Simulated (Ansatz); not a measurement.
AlBH₄NSb, SMILES `[BH]1[NH][SbH][AlH]1`. Total charge 0; spin multiplicity 1. Sb takes the def2 core potential. All single points use the PBE0-D4/def2-TZVP geometry.

```xyz
8

B    -0.519    0.467   -1.002
N     0.739    0.742   -0.465
Sb    1.531   -0.558    0.989
Al   -0.946   -1.249    0.188
H    -1.003    1.151   -1.860
H     1.294    1.530   -0.780
H     0.867    0.315    2.317
H    -1.964   -2.398    0.614
```

(1) What is the dipole moment at B3LYP/def2-TZVPP? (Estimate.)

(2) And with PBE, r2SCAN, ωB97M-V? (An estimate is asked.)

(3) Give the Mulliken charges with B3LYP, r2SCAN, PBE in def2-TZVPP. (Estimate.)

Answers

(1) Ansatz gave: 0.41 D, with components (0.33, -0.24, -0.04) D in this frame, pointing from negative to positive charge.

(2) The calculation gave: PBE 0.48 D, r2SCAN 0.36 D, ωB97M-V 0.34 D.

(3) The calculation gave: 
| atom | B3LYP | r2SCAN | PBE |
| --- | --- | --- | --- |
| B1 | -0.06 | -0.04 | -0.09 |
| N2 | -0.33 | -0.34 | -0.26 |
| Sb3 | 0.26 | 0.21 | 0.19 |
| Al4 | 0.20 | 0.28 | 0.18 |
| H5 | 0.02 | -0.01 | 0.01 |
| H6 | 0.14 | 0.15 | 0.15 |
| H7 | -0.12 | -0.11 | -0.09 |
| H8 | -0.11 | -0.14 | -0.09 |

B3LYP here is the variant with VWN-RPA as its local correlation; programs differ in this.
